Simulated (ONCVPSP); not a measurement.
## chlorine (Cl): variants of one ONCV potential

Base potential:

chlorine (Cl), optimised norm-conserving Vanderbilt (ONCV), made with ONCVPSP 4.0.1 (PBE, scalar-relativistic). Core [He], reference 2s2 2p6 3s2 3p3 (charge +2). Waves: 2s+3s: rc 0.60 bohr, ncon 4, nbas 8, qcut 21.9 1/bohr, 2 projectors; 2p+3p: rc 0.75 bohr, ncon 4, nbas 8, qcut 18.1 1/bohr, 3 projectors, debl 3.7 Ha; d scattering state at 0.35 Ha: rc 0.65 bohr, ncon 4, nbas 7, qcut 17.1 1/bohr, 3 projectors, debl 3.5 Ha. Local part: polynomial inside 0.50 bohr (lpopt 1, dvloc0 1 Ha). Core correction: polynomial model core, fcfact 0.7.

All-electron outer shells of the reference configuration (PBE, scalar-relativistic, ld1.x):

| shell | level (eV) | outermost node (bohr) | outermost maximum (bohr) |
| --- | --- | --- | --- |
| 1s | -2779.99 | – | 0.06 |
| 2s | -280.59 | 0.12 | 0.36 |
| 2p | -219.61 | – | 0.30 |
| 3s | -44.92 | 0.55 | 1.24 |
| 3p | -31.68 | 0.53 | 1.36 |

Cutoffs, loose and tight: the cutoffs (Ha) at which the residual kinetic energy of the hardest occupied pseudo-wave falls to 1 and 0.1 mHa per electron. They do not see the model core or the augmentation charge, which bear on the density cutoff. Test errors are all-electron minus pseudo excitation energies from the reference, over the configurations 2s2 2p6 3s2 3p5; 2s2 2p6 3s2 3p4; 2s2 2p6 3s2 3p2; 2s2 2p6 3s2 3p1. A dash means not determined; rows that change the core or the reference have their own tests.

A true bound ghost makes a file unfit for plane-wave use even where its test errors are small: the radial tests pick states by their node count and pass the ghost by.

```tsv
change	outcome	cutoff, loose	cutoff, tight	bound ghosts	GHOST(+) flags above zero	largest test error (meV)
base	generated	163 Ha	192 Ha	none	s, d	+10
local potential polynomial inside 0.55 bohr (lpopt 5, dvloc0 -1 Ha)	generated	163 Ha	192 Ha	d	none	+9.7
reference 2s2 2p6 3s2 3p5	generated	163 Ha	192 Ha	none	s, d	+803
s: qcut 25.2	generated	183 Ha	217 Ha	none	d	+9.3
p: qcut 22.8	generated	177 Ha	201 Ha	none	s, d	+7.1
d: nbas 9	generated	163 Ha	192 Ha	none	s, d	+10
p: debl 2.25	generated	163 Ha	192 Ha	none	s, d	+10
s: qcut 27; p: qcut 22.3; d: qcut 21.1	generated	197 Ha	238 Ha	none	none	+6.5
all radii but the core radius scaled by about 1.05 (s 0.64, p 0.78, d 0.68 bohr); local potential polynomial inside 0.52 bohr (lpopt 1, dvloc0 1 Ha)	generated	152 Ha	181 Ha	none	d	+9.7
functional PBEsol	generated	163 Ha	192 Ha	none	s, d	+10
```
